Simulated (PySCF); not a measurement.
# Rotational lines of InO⁻

Lines J+1 ← J of the vibrational ground state, computed from RHF-CCSD(T) constants of InO⁻, ¹Σ⁺ (singlet), closed shell (basis In def2-SVPD with ECP28, O def2-SVPD; scalar-relativistic core potentials; PySCF 2.14; masses 114.9039 and 15.9949 u), in MHz:

```csv
J,ν (MHz)
0,18411.7
1,36823.2
2,55234.3
3,73644.8
4,92054.3
```

Q: Find B0 and the effective bond length r0; with αe = 0.00203 cm⁻¹, find Re.

A: ν = 2B0(J+1) − 4D(J+1)³ gives B0 = 0.30707 cm⁻¹. With the reduced mass μred = 14.040 u, r0 = √(16.8576/(μred·B0)) (u, cm⁻¹, Å) = 1.9774 Å. Be = B0 + αe/2 = 0.30808 cm⁻¹ gives Re = 1.974 Å.

Correlated steps freeze 5 core orbitals. Spin–orbit coupling is left out, which matters for elements this heavy, above all for dissociation energies. The CCSD T1 diagnostic is raised, a sign that a single reference may not be enough here.
